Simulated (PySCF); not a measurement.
Calculated NMR parameters of Cc1cccc(C)c1N

* Formula: C8H11N
* SMILES: Cc1cccc(C)c1N
* Point group of the computed structure: Cs
* Degrees of unsaturation: 4
* Carbon signals: 5
* Proton signals: 4

Atoms are numbered as in `[CH3:1][c:2]1[cH:3][cH:4][cH:5][c:6]([CH3:7])[c:8]1[NH2:9]`. Each H is labelled by its parent atom.

PySCF calculation with geometry from GFN2-xTB and shielding tensors at PBE0/pcSseg-1 (GIAO); equivalent nuclei averaged, no relativistic terms, no solvent, a single conformation.

δ = σ(ref) − σ, references computed at the same level: ¹H and ¹³C vs TMS; NH3 for ¹⁵N.

| carbon | δC, type | δH (multiplicity) | HMBC from (2–3 bonds) | span of the C tensor (ppm) |
| --- | --- | --- | --- | --- |
| C1/C7 | 20.2, CH3 | 2.23 (s) | H(C3)/H(C5) | 32 |
| C2/C6 | 123.4, C | – | H(C3)/H(C5), H(C4), H(C1)/H(C7) | 193 |
| C3/C5 | 134.3, CH | 7.27 (d) | H(C3)/H(C5), H(C4), H(C1)/H(C7) | 206 |
| C4 | 122.4, CH | 6.86 (t) | H(C3)/H(C5) | 215 |
| C8 | 148.1, C | – | H(C3)/H(C5), H(C1)/H(C7) | 200 |

Other nuclei:
```json
{"atoms": "H(N9)", "nucleus": "¹H", "environment": "hydrogen on an aniline-type nitrogen", "δ (ppm)": "3.34", "σ (ppm)": "28.37"}
{"atoms": "N9", "nucleus": "¹⁵N", "environment": "aniline-type nitrogen", "δ (ppm)": "71.3", "σ (ppm)": "196.4"}
```

1. Carbon types of the structure: 3 × C, 3 × CH, 2 × CH3, leaving 2 H on heteroatoms.
2. δC 148.1: aromatic carbon bearing nitrogen; the electronegative substituent deshields the carbon that carries it.
3. δC 134.3, 122.4: aromatic CH.
4. δC 123.4: substituted aromatic carbon.
5. δH 3.34: hydrogen on an aniline-type nitrogen; labile proton, position sensitive to the medium.
6. δH 2.23: hydrogen on a methyl carbon on an aromatic ring; benzylic-type position, deshielded by the ring.

OH and NH positions are those of a molecule without intermolecular hydrogen bonds; in solution they move with solvent, concentration and temperature, and exchange usually removes their couplings. Shifts are as computed. Against solution values, carbons near 30 ppm lie about +3 ppm off and those near 130 ppm about +5 ppm. Of 1211 compounds with measured shifts, 218 miss one by over three times the rms of a fit or turn the order of signals round; such compounds aren't used in these exercises. Experimental scales use liquid or dissolved standards, which lie at an offset from isolated NH3 (liquid NH3: subtract about 20 ppm). No couplings were computed; multiplicities are counted from neighbouring protons, with m where these are inequivalent, close in shift, in a saturated or five-membered ring or joined by F or P, and br s for small geminal =CH2 splittings.
